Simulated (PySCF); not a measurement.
FeO₂⁻, broken-symmetry Ms = 1/2: data card

All numbers come from PySCF, UPBE, basis Fe def2-SVPD, O def2-SVPD (no relativity, density fitting).

The structure is a minimum.

Z-matrix (Å, degrees; charge -1 multiplicity 2):
```
Fe
O  1 1.7277
O  2 1.3526 1 116.91
```

```
Point group                                                                   : Cs
Bond lengths                                                                  : Fe–O 1.728 Å, O–O 1.353 Å
Bond angles                                                                   : Fe–O–O 116.9°
Enthalpy at 298.15 K above 0 K                                                : 12.05 kJ/mol
Lowest empty level (α)                                                        : 1.37 eV
Entropy at 298.15 K and 1 bar (electronic part: spin only)                    : 278.1 J/(mol K)
Principal polarisabilities                                                    : 125.4, 129.5, 168.0 bohr³
Heat capacity Cp at 298.15 K                                                  : 47.3 J/(mol K)
Spin squared ⟨S²⟩                                                             : 1.847
Rotational constants                                                          : 2.363, 0.1702, 0.1587 cm⁻¹
Zero-point energy                                                             : 10.3 kJ/mol
Highest occupied level (β)                                                    : 1.22 eV
Dipole moment about the centre of mass                                        : 0.58 D
Rotational symmetry number                                                    : 1
Principal quadrupole moments (Buckingham, traceless) about the centre of mass : -13.42, 6.20, 7.22 D Å
```

Harmonic modes (masses in u: Fe 55.935, O 15.995):
```
symmetry  ω (cm⁻¹)  IR (km/mol)  μ (u)
      a'       175          5.6  18.36
      a'       586          7.1  19.20
      a'       963          383  16.00
```

Charges (e); Mulliken and Löwdin values are unreliable with diffuse functions:
| atom | Mulliken | Löwdin | polar tensor | spin (Mulliken) | Mayer order to Fe1 |
| --- | --- | --- | --- | --- | --- |
| Fe1 | -0.35 | 0.07 | -0.50 | 1.63 | – |
| O2 | -0.32 | -0.69 | 0.17 | -0.34 | 0.88 |
| O3 | -0.32 | -0.38 | -0.67 | -0.29 | 0.42 |
Other Mayer orders above 0.3: O–O 0.97.

Mulliken populations on Fe1: s 7.68, p 12.26, d 6.41, f 0.00.

The determinant is spin-contaminated (⟨S²⟩ = 1.85, pure value 0.75). The highest occupied level lies above zero, a sign of self-interaction error or too small a basis; response properties are unreliable. Other isomers or separated fragments may lie lower. With open d or f shells other occupations or spin states may lie lower. The lowest empty level of this anion is unbound, so it and the gap depend on the basis. At this level a quartet minimum of C2v symmetry lies 420 kJ/mol below this structure.

The final relaxation and frequency run took 46 s on 2 threads of a shared Arm Neoverse V2 host, with 80 basis functions and 16 gradients; the process peaked at 0.7 GiB. Launch command: `OMP_NUM_THREADS=2 python axn.py task.json out`.
